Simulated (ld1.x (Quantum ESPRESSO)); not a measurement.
## How hard is this samarium PAW potential?

samarium, PAW, made with ld1.x (Quantum ESPRESSO) 7.5 (PBE, scalar-relativistic). Core [Kr] 4d10, reference 4f6 5s2 5p6 5d0 6s2 6p0. Waves: 5s (bound): rcut 1.80, rcutus 2.05 bohr; 6s (bound): rcut 1.80, rcutus 2.05 bohr; 5p (bound): rcut 2.20, rcutus 2.65 bohr; 6p (bound, empty): rcut 2.20, rcutus 2.65 bohr; 5d (bound, empty): rcut 4.15, rcutus 4.40 bohr; 5d channel at 3.35 Ry: rcut 4.15, rcutus 4.40 bohr; 4f (bound): rcut 0.90, rcutus 1.10 bohr; 4f channel at 0.4 Ry: rcut 0.90, rcutus 1.10 bohr. Local part: all-electron potential smoothed inside 3.35 bohr (lloc = -1). Core correction: Bessel-smoothed model core, default radius (core density twice the valence density). Augmentation charge: BESSEL, radius 0.75 bohr.

The pseudo-atom Hamiltonian at the reference potential is diagonalised in spherical Bessel functions j_l(qr) that vanish at 20 bohr, with q² up to the cutoff. All-electron valence levels (Ry): 5s -3.1802, 6s -0.2633, 5p -1.7074, 6p -0.0888, 5d -0.1236, 4f -0.1815.

Task: How do the lowest levels (Ry) of each channel move with the cutoff, and are there ghosts?

Result:

```json
{"cutoff (Ry)": "8", "s #1": "-3.1556", "s #2": "-0.2542", "p #1": "-1.6970", "p #2": "-0.0752", "d #1": "-0.1236", "f #1": "0.0911", "f #2": "0.2000", "Σ f·Δε (mRy)": "1766.1"}
{"cutoff (Ry)": "21", "s #1": "-3.1800", "s #2": "-0.2632", "p #1": "-1.7073", "p #2": "-0.0886", "d #1": "-0.1236", "f #1": "0.0910", "f #2": "0.1997", "Σ f·Δε (mRy)": "1636.7"}
{"cutoff (Ry)": "45", "s #1": "-3.1802", "s #2": "-0.2633", "p #1": "-1.7074", "p #2": "-0.0887", "d #1": "-0.1236", "f #1": "0.0910", "f #2": "0.1992", "Σ f·Δε (mRy)": "1635.7"}
{"cutoff (Ry)": "90", "s #1": "-3.1802", "s #2": "-0.2633", "p #1": "-1.7074", "p #2": "-0.0887", "d #1": "-0.1236", "f #1": "-0.1442", "f #2": "0.0913", "Σ f·Δε (mRy)": "224.2"}
{"cutoff (Ry)": "160", "s #1": "-3.1802", "s #2": "-0.2633", "p #1": "-1.7074", "p #2": "-0.0887", "d #1": "-0.1236", "f #1": "-0.1809", "f #2": "0.0913", "Σ f·Δε (mRy)": "4.6"}
{"cutoff (Ry)": "300", "s #1": "-3.1802", "s #2": "-0.2633", "p #1": "-1.7074", "p #2": "-0.0887", "d #1": "-0.1236", "f #1": "-0.1816", "f #2": "0.0913", "Σ f·Δε (mRy)": "0.2"}
{"cutoff (Ry)": "400", "s #1": "-3.1802", "s #2": "-0.2633", "p #1": "-1.7074", "p #2": "-0.0887", "d #1": "-0.1236", "f #1": "-0.1816", "f #2": "0.0913", "Σ f·Δε (mRy)": "0.0"}
```

Result: no extra level below or beside the all-electron valence levels (s, p, d, f tested); 10 mRy is reached at 160 Ry and 1 mRy at 230 Ry.

Test run stopped at test 3 of 7 (negative rho).
